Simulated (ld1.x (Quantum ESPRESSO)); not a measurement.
# carbon TM: all-electron and pseudo phase curves

```json
{"Element": "C", "Generator": "ld1.x (Quantum ESPRESSO) 7.5", "Type": "norm-conserving Troullier–Martins (Kleinman–Bylander form)", "Functional": "PBE", "Relativity": "scalar-relativistic", "Frozen core": "[He]", "Valence charge": "4", "Reference configuration": "2s2 2p1 (charge +1)", "Partial waves": "2s (bound): rc 0.85 bohr; 2p (bound): rc 1.50 bohr; 3d channel at 0.4 Ry: rc 1.30 bohr", "Local potential": "the d channel", "Core correction": "none"}
```

The phase is arctan(r·u′/u) with u = r·R(r), unwrapped; energies in Ry, scanned from -4 to 5 Ry. A pole is an energy at which the radial function vanishes at the test radius. The pseudo phase is shifted by a multiple of π to meet the all-electron one at the reference energy, and phase errors are pseudo minus all-electron; the curves can meet again beyond the range given. Levels narrower than the energy grid can be missing from the lists of poles.

```csv
channel,radius (bohr),reference energy (Ry),"poles, all-electron","poles, pseudo",unbroken range about the reference energy with phases within 0.05 rad,phase error 1 Ry above the reference energy (rad)
s,1.65,-1.89,0.48,0.44,below 4.0,-0.001
p,1.65,-1.25,0.58,0.59,below 4.1,+0.001
d,1.65,0.40,none,none,the whole range,+0.000
```

Phases in the s channel:

| E (Ry) | all-electron | pseudo |
| --- | --- | --- |
| -4.00 | 1.017 | 1.016 |
| -3.76 | 0.959 | 0.957 |
| -3.52 | 0.882 | 0.880 |
| -3.28 | 0.779 | 0.777 |
| -3.04 | 0.635 | 0.633 |
| -2.80 | 0.432 | 0.430 |
| -2.56 | 0.151 | 0.150 |
| -2.32 | -0.195 | -0.196 |
| -2.08 | -0.540 | -0.540 |
| -1.84 | -0.819 | -0.819 |
| -1.60 | -1.020 | -1.021 |
| -1.36 | -1.163 | -1.164 |
| -1.12 | -1.267 | -1.268 |
| -0.88 | -1.344 | -1.345 |
| -0.64 | -1.404 | -1.406 |
| -0.40 | -1.452 | -1.454 |
| -0.16 | -1.492 | -1.494 |
| 0.08 | -1.525 | -1.528 |
| 0.32 | -1.554 | -1.557 |
| 0.56 | -1.579 | -1.583 |
| 0.80 | -1.602 | -1.607 |
| 1.04 | -1.623 | -1.628 |
| 1.28 | -1.643 | -1.649 |
| 1.52 | -1.661 | -1.669 |
| 1.76 | -1.679 | -1.688 |
| 2.00 | -1.696 | -1.706 |
| 2.24 | -1.713 | -1.726 |
| 2.48 | -1.731 | -1.745 |
| 2.72 | -1.748 | -1.765 |
| 2.96 | -1.766 | -1.787 |
| 3.20 | -1.786 | -1.810 |
| 3.44 | -1.806 | -1.836 |
| 3.68 | -1.827 | -1.864 |
| 3.92 | -1.851 | -1.897 |
| 4.16 | -1.877 | -1.935 |
| 4.40 | -1.907 | -1.979 |
| 4.64 | -1.940 | -2.034 |
| 4.88 | -1.978 | -2.101 |
